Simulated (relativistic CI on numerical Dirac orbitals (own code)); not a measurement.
Computed by Dirac-Coulomb-Breit CI, separate exchange-only KLI orbitals for each configuration, QED by a radiative potential, unscaled Slater integrals (own radial code, finite nucleus).

Configurations in the expansion (outside the closed core [Ne]): 3s²3p⁶3d⁶, 3s²3p⁵3d⁷, 3s²3p⁴3d⁸, 3s3p⁶3d⁷, 3p⁶3d⁸, 3s3p⁵3d⁸, 3s²3p⁶3d⁵4s, 3s²3p⁶3d⁵4p, 3s²3p⁴3d⁷4s, 3s²3p⁶3d⁵4d, 3s²3p⁴3d⁷4p, 3s²3p⁵3d⁶4s, 3s²3p⁶3d⁵4f, 3s²3p⁴3d⁷4d, 3s3p⁵3d⁷4s, 3s²3p⁵3d⁶4p, 3s²3p⁵3d⁶4d, 3s²3p⁶3d⁴4s², 3s3p⁶3d⁶4s, 3p⁶3d⁷4s, 3p⁶3d⁷4p, 3s²3p⁶3d⁵5s, 3p⁶3d⁷4d, 3s3p⁶3d⁵4s². Levels of other configurations are missing.

At this charge energies of transitions that change n are usually good to better than 1 %, and those within a shell (Δn = 0) to a few per cent.

Outline of the computed level scheme of Tb XLII. Lowest level of each configuration: 3s²3p⁶3d⁶ ⁵D4 at 0.000 eV; 3s²3p⁵3d⁷ ⁵G°6 at 300.959 eV.

Some strong electric-dipole decays among the lowest 45 levels: 3s²3p⁵3d⁷ ³F°4 → 3s²3p⁶3d⁶ ⁵D4 (8.9e+11 s⁻¹); 3s²3p⁵3d⁷ ³P°2 → 3s²3p⁶3d⁶ ³P2 (6.3e+11 s⁻¹); 3s²3p⁵3d⁷ ³D°3 → 3s²3p⁶3d⁶ ³P2 (3.2e+11 s⁻¹); 3s²3p⁵3d⁷ ³G°5 → 3s²3p⁶3d⁶ ⁵D4 (2.0e+11 s⁻¹); 3s²3p⁵3d⁷ ³D°3 → 3s²3p⁶3d⁶ ³P2 (6.8e+10 s⁻¹); 3s²3p⁵3d⁷ ³P°2 → 3s²3p⁶3d⁶ ³P2 (3.0e+10 s⁻¹); 3s²3p⁵3d⁷ ⁵G°5 → 3s²3p⁶3d⁶ ⁵D4 (2.7e+10 s⁻¹); 3s²3p⁵3d⁷ ³D°3 → 3s²3p⁶3d⁶ ⁵D4 (1.7e+10 s⁻¹).

LS names give the leading component of a level, which can be under half, so a name can repeat, a term be missing and a line seem to break the LS rules.
